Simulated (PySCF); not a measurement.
Excitation energy of Er²⁺ by level of theory

Er²⁺ [Xe] 4f12 (high-spin determinant) → Er²⁺ [Xe] 4f11 6s1 (high-spin determinant), as a difference of total energies. Computed with PySCF 2.14 in ANO-RCC-VTZP (8s7p5d3f2g1h, 104 functions), with the spin-free X2C one-electron Hamiltonian (Gaussian nucleus). Correlated levels: valence: [Kr] 4d10 frozen; valence and next inner shell: [Ar] 3d10 frozen. The calculations carry no spin-orbit coupling.

```tsv
method	excitation energy (eV)
UHF	-0.798
LDA	4.555
PBE	4.123
PBE0	3.164
r2SCAN	3.258
MP2 (valence)	3.982
SCS-MP2 (valence)	3.501
MP2 (valence and next inner shell)	4.578
SCS-MP2 (valence and next inner shell)	3.891
```

Question: How much does correlation contribute at MP2 (valence and next inner shell)?

Answer: 4.578 − (-0.798) = 5.376 eV, measured against UHF.

A first-order spin-orbit estimate (lowest level to lowest level, LS coupling) adds -0.204 eV.

The basis was made for the ground configuration and has no added diffuse functions, so the excitation energy can come out too high.

The determinant of the upper state and of the lower state mixes LS terms, which raises its energy above the lowest term, most at the Hartree-Fock and MP2 levels.
